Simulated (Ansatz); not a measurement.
`C[O][Sn][CH3]` + CH₄ → `[CH3][Sn][CH3]` + CH₃OH at 298.15 K and 1 bar (formal exchange of groups at the Sn–O bond).

Isolated molecules relaxed with PBE0-D4/def2-TZVP in Ansatz; ΔE leaves out vibrations. CCSD(T)/CBS adds triple-zeta CCSD(T) − MP2 to the extrapolated MP2 energy (def2 sets, frozen cores). This one scheme is used for every species. def2 core potentials past Kr. For Sn outer-core shells are correlated without core-valence functions, which leaves a few kJ/mol of doubt a bond. One conformer a species, not always the lowest.

```csv
species,CCSD(T)/CBS energy (Eh),H − E (kJ/mol),S (J/(mol·K))
`C[O][Sn][CH3]`,-368.91992,220.3,353.7
CH₄,-40.46206,127.4,186.2
`[CH3][Sn][CH3]`,-293.72612,201.1,337.9
CH₃OH,-115.61712,146.3,238.2
```

H − E and S are ideal-gas, rigid-rotor, harmonic terms from PBE0-D4/def2-TZVP, for one conformer and one mirror image of each species. 1 Eh = 2625.50 kJ/mol, R = 8.31446 J/(mol·K).

Question: By hand: ΔE, ΔH, ΔS and ΔG.

Answer: ΔE = (-293.72612) + (-115.61712) − (-368.91992) − (-40.46206) = 0.03874 Eh = 101.7 kJ/mol. Δ(H − E) = 201.1 + 146.3 − 220.3 − 127.4 = -0.3, so ΔH = 101.4 kJ/mol. ΔS = 337.9 + 238.2 − 353.7 − 186.2 = 36.2 J/(mol·K). ΔG = 101.4 − 298.15 × (36.2)/1000 = 90.6 kJ/mol.

Question: By hand: the equilibrium constant, and the temperature at which ΔG would vanish if ΔH and ΔS stayed fixed.

Answer: log₁₀ K = −ΔG/(RT ln 10) = -15.9. ΔG = 0 at ΔH/ΔS = 2801 K, far beyond where these terms or the molecules hold.

ΔH outweighs TΔS. A doubt of 5 kJ/mol in ΔE shifts log₁₀ K by 0.9 here. Other conformers and mirror images would add mixing entropy, several J/(mol·K) or more a flexible species. Modes under 60 cm⁻¹, often nearly free rotors, make the harmonic entropy too high. These are equilibria of isolated gas molecules and say nothing of rates. Largest T1 diagnostic: 0.017 (customary marks: 0.02 for closed shells, 0.045 for open ones).
